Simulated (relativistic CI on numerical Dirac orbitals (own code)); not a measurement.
## Calculated levels, Dy10+

Calculated at this level of theory: Dirac-Coulomb-Breit CI, separate exchange-only KLI orbitals for each configuration, a model potential for QED, unscaled Slater integrals (own radial code, finite nucleus).

Configurations in the expansion (outside the closed core [Ar] 3d10 4p6 4d10): 4s2 4f8 5s2, 4s2 4f10, 4s2 4f9 5s, 4s2 4f7 5s2 6s, 4s2 4f9 6s, 4s2 4f6 5s2 6s2, 4s2 4f8 6s2, 4s 4f10 5s. The list is cut by size and lacks configurations that can hold low levels.

The lowest level is 4s2 4f8 5s2 7F_6, with 97 % of that term; Hund's rules for 4s2 4f8 5s2 give 7F with J = 6, in agreement.

```tsv
No.	Configuration	Term	J	E (cm⁻¹)	%	Landé g	jj configuration (%)
1	4s2 4f8 5s2	7F	6	0.0	97	1.494	4f5/2^4 4f7/2^4 (37)
2	4s2 4f8 5s2	7F	5	2485.6	98	1.495	4f5/2^4 4f7/2^4 (43)
3	4s2 4f8 5s2	7F	4	4100.5	96	1.495	4f5/2^4 4f7/2^4 (41)
4	4s2 4f8 5s2	7F	3	5334.4	96	1.496	4f5/2^3 4f7/2^5 (38)
5	4s2 4f8 5s2	7F	2	6211.8	96	1.496	4f5/2^4 4f7/2^4 (44)
6	4s2 4f8 5s2	7F	1	6787.8	96	1.497	4f5/2^3 4f7/2^5 (47)
7	4s2 4f8 5s2	7F	0	7070.9	95		4f5/2^4 4f7/2^4 (44)
8	4s2 4f8 5s2	5D	4	27520.6	94	1.489	4f5/2^4 4f7/2^4 (33)
9	4s2 4f8 5s2	5L	10	34479.8	95	1.194	4f5/2^4 4f7/2^4 (44)
10	4s2 4f8 5s2	5D	3	34556.4	93	1.487	4f5/2^3 4f7/2^5 (47)
11	4s2 4f8 5s2	5G	6	36107.0	69	1.281	4f7/2^2 (39)
12	4s2 4f8 5s2	5L	9	36325.4	96	1.131	4f5/2^4 4f7/2^4 (57)
13	4s2 4f8 5s2	5L	8	37430.4	95	1.044	4f5/2^4 4f7/2^4 (45)
14	4s2 4f8 5s2	5D	2	37493.3	81	1.481	4f5/2^2 4f7/2^6 (43)
15	4s2 4f8 5s2	5G	5	37569.0	74	1.222	4f5/2^5 4f7/2^3 (49)
16	4s2 4f8 5s2	5L	7	38011.7	91	0.923	4f5/2^4 4f7/2^4 (34)
17	4s2 4f8 5s2	5G	4	38218.8	77	1.102	4f5/2^4 4f7/2^4 (54)
18	4s2 4f8 5s2	5L	6	38327.7	87	0.749	4f5/2^4 4f7/2^4 (38)
19	4s2 4f8 5s2	5G	3	38979.5	85	0.883	4f5/2^4 4f7/2^4 (33)
20	4s2 4f8 5s2	5G	2	39634.0	94	0.355	4f5/2^4 4f7/2^4 (45)
21	4s2 4f8 5s2	5D	1	40340.3	84	1.483	4f5/2 4f7/2^7 (32)
22	4s2 4f8 5s2	5D	0	41259.4	81		4f5/2^2 4f7/2^6 (44)
23	4s2 4f8 5s2	5H	7	42265.6	84	1.260	4f5/2^4 4f7/2^4 (55)
24	4s2 4f8 5s2	5H	6	44290.3	68	1.204	4f5/2^4 4f7/2^4 (52)
25	4s2 4f8 5s2	5H	5	45407.5	62	1.101	4f5/2^3 4f7/2^5 (38)
26	4s2 4f8 5s2	5H	4	46096.7	68	0.913	4f5/2^3 4f7/2^5 (36)
27	4s2 4f8 5s2	5H	3	46624.0	87	0.549	4f5/2^4 4f7/2^4 (41)
28	4s2 4f8 5s2	5I	8	48244.7	87	1.233	4f5/2^4 4f7/2^4 (49)
29	4s2 4f8 5s2	5F	5	48819.3	88	1.379	4f5/2^5 4f7/2^3 (43)
30	4s2 4f8 5s2	5F	4	49474.1	81	1.323	4f5/2^4 4f7/2^4 (40)
31	4s2 4f8 5s2	5I	7	49985.1	79	1.174	4f5/2^4 4f7/2^4 (42)
32	4s2 4f8 5s2	5F	3	50854.7	87	1.240	4f5/2^3 4f7/2^5 (38)
33	4s2 4f8 5s2	5I	6	51154.8	73	1.082	4f5/2^3 4f7/2^5 (46)
34	4s2 4f8 5s2	5I	4	51391.0	77	0.660	4f5/2^3 4f7/2^5 (34)
35	4s2 4f8 5s2	5F	2	51607.1	91	1.008	4f5/2^4 4f7/2^4 (50)
36	4s2 4f8 5s2	5I	5	51712.9	75	0.929	4f5/2^4 4f7/2^4 (47)
37	4s2 4f8 5s2	5F	1	52029.3	94	0.042	4f5/2^3 4f7/2^5 (39)
38	4s2 4f8 5s2	5K	9	54293.0	95	1.215	4f5/2^4 4f7/2^4 (46)
39	4s2 4f8 5s2	3P	2	54477.8	69	1.482	4f5/2^2 4f7/2^6 (25)
40	4s2 4f8 5s2	3I	6	54648.0	32	1.012	4f5/2^3 4f7/2^5 (29)
41	4s2 4f8 5s2	3O	10	56156.7	36	1.006	4f5/2^5 4f7/2^3 (56)
42	4s2 4f8 5s2	5K	8	56362.8	88	1.150	4f5/2^4 4f7/2^4 (42)
43	4s2 4f8 5s2	5K	5	56985.3	49	0.797	4f5/2^4 4f7/2^4 (44)
44	4s2 4f8 5s2	5K	7	57048.7	58	1.071	4f5/2^3 4f7/2^5 (35)
45	4s2 4f8 5s2	3O	12	57773.3	93	1.076	4f5/2^4 4f7/2^4 (81)
```

Energies count from the lowest computed level. Filled j subshells are mostly left out of the jj labels.

The mean weight of the leading LS term, summed over parents, in these 45 levels is 82 %, and that of the leading jj configuration (from the same eigenvectors) 43 %, so LS coupling describes them better.

At this charge energies of transitions that change n are usually good to better than 1 %, and those within a shell (Δn = 0) to a few per cent. Terms inside the open d or f shell come out 10 to 20 % too wide with unscaled integrals. Levels and lines within the n = 5 or 6 shells can be off by up to 10 % or somewhat more, and those that change n by about 2 %, since core polarisation is missing.

Landé's interval rule says that E(J) − E(J−1) = AJ with one A. For the ground term the intervals give A = -283.1, -288.0, -292.5, -308.5, -323.0, -414.3 cm⁻¹ for J = 1, 2, 3, 4, 5, 6; the multiplet is inverted.
